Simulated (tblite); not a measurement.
C₅H₅FN (doublet state).
Structure used (GFN2-xTB), in Å, numbered top down from 1:
```
atom  x, y, z in Å
C1     2.8623   -0.8662   -0.8151
C2     1.7870   -0.2288   -0.5151
C3     0.6804    0.4554   -0.2250
N4    -0.4625   -0.1662    0.0820
C5    -1.5682    0.4893    0.3403
C6    -2.7422   -0.1031    0.6601
F7    -1.5649    1.8678    0.2844
H8     3.0974   -1.1508   -1.8309
H9     3.5881   -1.1584   -0.0699
H10    0.7375    1.5480   -0.2474
H11   -3.6188    0.4841    0.8574
H12   -2.7949   -1.1719    0.7178
```

Computed values, GFN2-xTB/tblite, gas phase, harmonic and unscaled. The method is semi-empirical: single wavenumbers can be off by several per cent or more. One conformer, not necessarily the lowest. Open shells enter through the occupations alone, without spin polarisation, and single modes of such species can be off by tens of per cent.

Harmonic wavenumbers (cm⁻¹): 81.0, 111.3, 161.7, 236.6, 284.1, 368.2, 484.8, 515.5, 588.4, 591.3, 599.9, 785.1, 816.9, 849.7, 852.8, 916.2, 958.3, 1088.8, 1213.3, 1292.6, 1321.7, 1373.8, 1387.9, 1536.5, 2005.2, 2900.8, 3037.2, 3043.2, 3144.5, 3197.3.

A = 9127, B = 1259, C = 1114 MHz; mass 98.041 u (most abundant isotopes); point group Cs, symmetry number 1; spin multiplicity 2.

What is the zero-point energy?

Half the sum of the wavenumbers: 17872 cm⁻¹ = 213.80 kJ/mol.

Give the ideal-gas entropy at 273.15 K and 1 bar in the rigid-rotor, harmonic-oscillator model (classical rotation).

Translation 164.22, rotation 114.47, vibration 67.86, spin (R ln 2) 5.76: S = 352.3 J/(mol K).

And Cp and H(273.15 K) − H(0)?

Cp = 113.43 J/(mol K), of which vibrations give 80.18 (their classical limit is 30 R = 249.4); H(273.15 K) − H(0) = 19.59 kJ/mol without the zero-point energy, 10.51 from vibrations.

Blend soft modes into free rotors: weight 1/[1 + (100 cm⁻¹/ν̃)⁴] for the oscillator and the rest for a rotor with moment μB/(μ + B), μ = h/(8π²ν), B = 10⁻⁴⁴ kg m². What vibrational entropy results?

65.12 J/(mol K) in place of 67.86, which changes −T·S at 273.15 K by +0.75 kJ/mol.

How do the functions run with temperature in this model?

| T (K) | S (J/(mol K)) | Cp (J/(mol K)) | H − H(0) (kJ/mol) | G − H(0) (kJ/mol) | ln q(vib) |
| --- | --- | --- | --- | --- | --- |
| 100 | 269.1 | 60.9 | 4.50 | -22.41 | 0.76 |
| 200 | 320.6 | 91.3 | 12.10 | -52.01 | 2.31 |
| 300 | 363.3 | 121.1 | 22.74 | -86.25 | 3.99 |
| 500 | 436.8 | 167.1 | 51.90 | -166.49 | 7.42 |
| 800 | 524.9 | 207.1 | 108.64 | -311.31 | 12.29 |
| 1000 | 573.1 | 224.0 | 151.84 | -421.23 | 15.26 |

q(vib) and H(0) count from the zero-point level.

What must be added to the electronic energy to get the Gibbs energy at 273.15 K and 1 bar?

ZPE + [H(273.15 K) − H(0)] − T·S = 213.80 + 19.59 − 96.23 = 137.16 kJ/mol.

Hindered rotation and anharmonicity are outside this model. Other conformers, if any are populated, would add a mixing term that is left out.
